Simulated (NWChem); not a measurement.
System: BHOF cation; SMILES [OH+]=BF

```xyz
4

O      0.0003    -1.1863     0.0000
B     -0.0002     0.0383     0.0000
F      0.0001     1.2788     0.0000
H     -0.0039    -2.1552     0.0000
```
Atoms are numbered in this order, from 1.

Geometry: optimised at PBE0/def2-SVP.

Q: Give the principal values of the shielding tensors (ppm) of O1, B2, F3 from Hartree-Fock/6-31G* (spherical d), GIAO (NWChem), with their diamagnetic and paramagnetic parts as GIAO splits them.

A: 
```tsv
atom	σ11	σ22	σ33	isotropic	diamagnetic	paramagnetic
O1	265.7	265.7	414.7	315.3	387.2	-71.9
B2	77.1	77.1	217.1	123.8	203.8	-80.0
F3	312.6	312.6	484.4	369.8	459.4	-89.6
```
